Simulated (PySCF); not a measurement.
NO (SMILES [N]=O), doublet, at a GFN2-xTB geometry; MP2/6-31G* run with PySCF.

Here is a job for PySCF.
```python
from pyscf import gto, scf, mp

mol = gto.Mole()
mol.atom = '''
    N    -0.000000   -0.000000   -0.616255
    O     0.000000    0.000000    0.539223
'''
mol.basis = '6-31g*'
mol.charge = 0
mol.spin = 1
mol.verbose = 4
mol.build()

mf = scf.UHF(mol)
mf.kernel()

pt = mp.MP2(mf, frozen=2)
pt.kernel()
print('E(MP2) = %.10f' % pt.e_tot)
```

Task: Write the output that PySCF gives for this input, abridged.

Result: 
```
PySCF version 2.14.0

[INPUT] verbose = 4
[INPUT] num. atoms = 2
[INPUT] num. electrons = 15
[INPUT] charge = 0
[INPUT] spin (= nelec alpha-beta = 2S) = 1
[INPUT] symmetry False subgroup None
[INPUT] Mole.unit = angstrom
[INPUT] Symbol           X                Y                Z      unit          X                Y                Z       unit  Magmom
[INPUT]  1 N      0.000000000000   0.000000000000  -0.616255000000 AA    0.000000000000   0.000000000000  -1.164553172894 Bohr   0.0
[INPUT]  2 O      0.000000000000   0.000000000000   0.539223000000 AA    0.000000000000   0.000000000000   1.018983790066 Bohr   0.0

nuclear repulsion = 25.6464630321997
number of shells = 12
number of NR pGTOs = 54
number of NR cGTOs = 28
basis = 6-31g*
ecp = {}

******** <class 'pyscf.scf.uhf.UHF'> ********
method = UHF
initial guess = minao
damping factor = 0
level_shift factor = 0
DIIS = <class 'pyscf.scf.diis.CDIIS'>
diis_start_cycle = 1
diis_space = 8
diis_damp = 0
SCF conv_tol = 1e-09
SCF conv_tol_grad = None
SCF max_cycles = 50
direct_scf = True
direct_scf_tol = 1e-13
number electrons alpha = 8  beta = 7
Set gradient conv threshold to 3.16228e-05
init E= -129.277653114584

cycle= 1 E= -129.185748397875  delta_E= 0.0919  |g|= 0.361  |ddm|= 1.34
cycle= 2 E= -129.217661506546  delta_E= -0.0319  |g|= 0.265  |ddm|= 0.373
cycle= 3 E= -129.242755269228  delta_E= -0.0251  |g|= 0.0553  |ddm|= 0.171
cycle= 4 E= -129.244222436009  delta_E= -0.00147  |g|= 0.0153  |ddm|= 0.04
cycle= 5 E= -129.244488976938  delta_E= -0.000267  |g|= 0.00523  |ddm|= 0.026
cycle= 6 E= -129.244553647247  delta_E= -6.47e-05  |g|= 0.00366  |ddm|= 0.00986
cycle= 7 E= -129.244600137188  delta_E= -4.65e-05  |g|= 0.00315  |ddm|= 0.00764
cycle= 8 E= -129.244678425189  delta_E= -7.83e-05  |g|= 0.00262  |ddm|= 0.0154
cycle= 9 E= -129.244728507144  delta_E= -5.01e-05  |g|= 0.00244  |ddm|= 0.011
cycle= 10 E= -129.244877940286  delta_E= -0.000149  |g|= 0.00176  |ddm|= 0.0391
cycle= 11 E= -129.244997365575  delta_E= -0.000119  |g|= 0.00164  |ddm|= 0.0713
cycle= 12 E= -129.24497877858  delta_E= 1.86e-05  |g|= 0.00113  |ddm|= 0.0272
cycle= 13 E= -129.244998855385  delta_E= -2.01e-05  |g|= 0.000738  |ddm|= 0.0283
cycle= 14 E= -129.244999164273  delta_E= -3.09e-07  |g|= 0.000179  |ddm|= 0.00108
cycle= 15 E= -129.244999194912  delta_E= -3.06e-08  |g|= 3.26e-05  |ddm|= 0.000489
cycle= 16 E= -129.244999195642  delta_E= -7.3e-10  |g|= 3.27e-06  |ddm|= 5.85e-05
Extra cycle  E= -129.24499919565  delta_E= -8.1e-12  |g|= 1.83e-06  |ddm|= 4.41e-06
converged SCF energy = -129.24499919565  <S^2> = 0.80472907  2S+1 = 2.0540001

******** <class 'pyscf.mp.ump2.UMP2'> ********
nocc = (np.int64(6), np.int64(5)), nmo = (26, 26)
frozen orbitals 2
E(UMP2) = -129.552446622567  E_corr = -0.307447426916872
E(SCS-UMP2) = -129.540400059212  E_corr = -0.295400863561278
E_corr(same-spin) = -0.0848492870065025
E_corr(oppo-spin) = -0.22259813991037
E(MP2) = -129.5524466226
```
